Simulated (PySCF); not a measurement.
A structure optimised at PBE0-D3(BJ)/def2-TZVP, used in a PySCF frequency run:

```
Al
H 1 1.5697
Cl 1 2.0939 2 120.29
Se 1 2.3035 2 120.84 3 180.00
H 4 1.4694 1 91.26 2 180.00
```

Problem. Write its SMILES, formula and point group.

Solution. [Cl][AlH][SeH], AlClH2Se, Cs

Problem. What are its rotational constants (standard atomic weights)?

Solution. 14.875, 1.3691, 1.2537 GHz
